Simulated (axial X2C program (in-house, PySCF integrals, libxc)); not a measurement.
**Spin–orbit effects down a group: molecules with Cu, HF**

All values come from calculations with an in-house all-electron X2C program for linear molecules (integrals from PySCF), spin-free (one-electron X2C) or two-component (2c: spin–orbit coupling with atomic mean-field Coulomb and Gaunt terms, which also bring small scalar terms), in Dyall basis sets with cores contracted in-house; open shells are unrestricted.

Basis sets: Be dyall-cv3z, Ca dyall-cv3z, Cu dyall-cv3z, Mg dyall-cv3z.

```
molecule   spin-free state  Re (Å)  ωe (cm⁻¹)  De (eV)  2c state  Re 2c (Å)  ωe 2c (cm⁻¹)  De 2c (eV)
    BeCu  M_S = 1/2, Λ = 0   2.291      322.6      n/a   Ω = 1/2      2.292         322.2         n/a
    MgCu  M_S = 1/2, Λ = 0   2.759      144.5      n/a   Ω = 1/2      2.760         144.2         n/a
    CaCu  M_S = 1/2, Λ = 0   3.061      132.0      n/a   Ω = 1/2      3.062         131.8         n/a
```

Work out the shifts from the spin-free to the two-component result.



| molecule | 2c state | ΔRe (Å) | Δωe (cm⁻¹) | ΔDe (eV) |
| --- | --- | --- | --- | --- |
| BeCu | Ω = 1/2 | 0.001 | -0.4 | n/a |
| MgCu | Ω = 1/2 | 0.001 | -0.3 | n/a |
| CaCu | Ω = 1/2 | 0.001 | -0.2 | n/a |

Shifts of one unit in the last digit are rounding.

Each entry is the lowest single determinant of a limited PBE0 search at one distance. De goes to single-determinant-based atoms at the same level (for ions the charge split of lowest energy) and is withheld (n/a) where an atom does not fit its ground term or J level. Main or longest-lived isotopes. One determinant is a doubtful description, or other states lie close, for BeCu, MgCu, CaCu; these need not be ground states, and all values refer to the states named.
